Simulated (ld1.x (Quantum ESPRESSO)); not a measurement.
# What one change does to a pseudopotential (lanthanum, TM)

La, norm-conserving Troullier–Martins (Kleinman–Bylander form), made with ld1.x (Quantum ESPRESSO) 7.5 (PBE, scalar-relativistic). Core [Kr] 4d10 5s2, reference 4f0 5p6 5d0 6s0 6p0 (charge +3). Waves: 6s (bound, empty): rc 3.20 bohr; 5p (bound): rc 2.75 bohr; 5d (bound, empty): rc 2.35 bohr; 4f (bound, empty): rc 1.85 bohr. Local part: all-electron potential smoothed inside 2.45 bohr (lloc = -1). Core correction: Bessel-smoothed model core inside 1.25 bohr.

Change: local potential all-electron potential smoothed inside 2.70 bohr (lloc = -1).

Cutoffs: the cutoffs (Ry, on a coarse ladder) from which the occupation-weighted sum of valence levels, in a spherical-Bessel basis at the reference potential, stays within 10 and 1 mRy of its value at 400 Ry; they do not see the model core or the augmentation charge, which bear on the density cutoff. Errors are all-electron minus pseudo energies relative to the spin-unpolarised reference configuration.

Task: How do hardness, ghosts and transferability respond?

Result: The potential gets harder (12 Ry and 21 Ry → 15 Ry and 21 Ry); both files keep a bound ghost (s); of the 6 tests that both files solve, the error grows in 2 and shrinks in 3 by more than 15 % and 0.3 meV (median size 58.4 → 51.9 meV).

```csv
quantity,base,changed
"cutoff, loose",12 Ry,15 Ry
"cutoff, tight",21 Ry,21 Ry
bound ghosts,s,s
"tests counted (converged, no solver errors)",6 of 7,6 of 7
"error for 4f0 5p6 5d1 6s2 6p0, meV [ΔE -35.80 eV]",+118,+97
"error for 4f0 5p6 5d1 6s1 6p0, meV [ΔE -29.84 eV]",+55,+43
"error for 4f0 5p6 5d1 6s0 6p0, meV [ΔE -18.95 eV]",-14,-18
"error for 4f0 5p6 5d0 6s2 6p0, meV [ΔE -29.42 eV]",+62,+53
"error for 4f0 5p6 5d2 6s0 6p0, meV [ΔE -29.77 eV]",-41,-50
"error for 4f0 5p6 5d1 6s1.5 6p0, meV [ΔE -33.40 eV]",+89,+72
s: phases at 3.49 bohr within 0.05 rad from the reference energy up to (Ry; the scan ends near 5),n/a,n/a
p: phases at 3.49 bohr within 0.05 rad from the reference energy up to (Ry; the scan ends near 5),-1.3,-1.1
d: phases at 3.49 bohr within 0.05 rad from the reference energy up to (Ry; the scan ends near 5),0.1,0.2
f: phases at 3.49 bohr within 0.05 rad from the reference energy up to (Ry; the scan ends near 5),-0.8,-0.9
```

Base: The cutoffs count occupied waves only; the empty 4f level needs 100 Ry at the loose tolerance. Tests not counted: 4f1 5p6 5d0 6s2 6p0 (solver errors, printed error -1499 eV). Changed file: The cutoffs count occupied waves only; the empty 4f level needs 100 Ry at the loose tolerance. Tests not counted: 4f1 5p6 5d0 6s2 6p0 (solver errors, printed error -1499 eV). A true bound ghost makes a file unfit for plane-wave use even where its test errors are small: the radial tests pick states by their node count and pass the ghost by. Where a test does run into it, the solver fails or the error is huge.
